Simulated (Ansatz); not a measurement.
`F[SiH](Cl)I` and `N#C[SiH](F)Cl` differ in one atom or group.

Ansatz, PBE0-D4/def2-TZVP geometries, multiplicity 1. 

Elements past krypton have def2 core potentials.  Spin–orbit coupling is left out; it splits and shifts lone-pair levels of the heavy atoms by tenths of an eV.

```tsv
property	`F[SiH](Cl)I`
size of the dipole moment (B3LYP/def2-TZVPP) / D	0.98
HOMO energy (PBE0/def2-TZVPP) / eV	-8.21
ideal-gas entropy at 298 K and 1 bar (rigid rotor, harmonic PBE0-D4/def2-TZVP) / J/(mol·K)	332
HOMO–LUMO gap (PBE/def2-TZVPP) / eV	5.36
LUMO energy (B3LYP/def2-TZVPP) / eV	-1.05
LUMO energy (ωB97M-V/def2-TZVPP) / eV	1.08
```

Task: What does the change do to each property? (An estimate is asked.)

Result: The calculation gave: 
```tsv
property	`N#C[SiH](F)Cl`	shift
size of the dipole moment (B3LYP/def2-TZVPP) / D	2.67	1.69
HOMO energy (PBE0/def2-TZVPP) / eV	-10.14	-1.93
ideal-gas entropy at 298 K and 1 bar (rigid rotor, harmonic PBE0-D4/def2-TZVP) / J/(mol·K)	327	-5
HOMO–LUMO gap (PBE/def2-TZVPP) / eV	6.21	0.85
LUMO energy (B3LYP/def2-TZVPP) / eV	-1.69	-0.64
LUMO energy (ωB97M-V/def2-TZVPP) / eV	0.59	-0.49
```

With PBE0 the HOMO falls by 1.93 eV and the LUMO falls by 0.67 eV, so the gap widens by about 1.26 eV. PBE moves the HOMO by -1.61 eV and ωB97M-V by -2.09 eV. The zero-point energy changes by 20.2 kJ/mol with +3 modes. Dipoles are sizes alone; their direction can turn.

B3LYP here is the variant with VWN-RPA as its local correlation; programs differ in this.
